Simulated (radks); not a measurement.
Results of a calculation; reference values are marked as such.
All-electron atom: the aluminium ion Al+ in [Ne] 3s2. Code: a radial shooting solver on a logarithmic mesh with Libxc functionals. Model: non-relativistic Kohn-Sham, OLYP, spin-unpolarised, spherical densities, point nucleus.

Unscreened Slater integrals over Kohn-Sham orbitals (hartree).

| integral | value |
|---|---|
| F0(3s,3s) | 0.37609 |
| F0(3s,2p) | 0.49927 |
| G1(3s,2p) | 0.031438 |
| F0(3s,2s) | 0.49732 |
| G0(3s,2s) | 0.024767 |
| F0(3s,1s) | 0.53659 |
| G0(3s,1s) | 0.011289 |
| F0(2p,2p) | 1.5343 |
| F2(2p,2p) | 0.70020 |
| F0(2p,2s) | 1.4831 |
| G1(2p,2s) | 0.88917 |
| F0(2p,1s) | 2.1755 |
| G1(2p,1s) | 0.28136 |
| F0(2s,2s) | 1.4516 |
| F0(2s,1s) | 2.0555 |
| G0(2s,1s) | 0.16117 |
| F0(1s,1s) | 7.8116 |
